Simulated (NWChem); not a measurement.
C₃H₇NSi; SMILES C1=NCC[SiH2]1

```xyz
12

C      1.3475     0.1741    -0.0004
N      0.8137     1.3309     0.0004
C     -0.6382     1.3764     0.0018
C     -1.3373    -0.0062     0.0006
Si     0.0884    -1.2478    -0.0019
H      2.4470     0.1179    -0.0010
H     -0.9366     1.9770     0.8779
H     -0.9386     1.9800    -0.8715
H     -1.9818    -0.1337    -0.8822
H     -1.9803    -0.1358     0.8842
H      0.1662    -2.1213    -1.2136
H      0.1664    -2.1264     1.2061
```
Atoms are numbered in this order, from 1.

All runs use the structure optimised with PBE0/def2-SVP. No frequency run checked for a minimum.

**Question.** Give the principal values of the shielding tensors (ppm) of C1, N2, C3, C4, Si5 from Hartree-Fock/6-31G* (spherical d), GIAO (NWChem), with their diamagnetic and paramagnetic parts as GIAO splits them.

**Answer.** 
```csv
atom,σ11,σ22,σ33,isotropic,diamagnetic,paramagnetic
C1,-98.6,40.2,148.5,30.1,254.9,-224.9
N2,-715.4,-148.9,267.2,-199.0,324.7,-523.8
C3,113.8,138.9,180.5,144.4,244.5,-100.2
C4,189.5,189.8,214.7,198.0,250.2,-52.3
Si5,401.8,461.8,533.5,465.7,880.2,-414.5
```
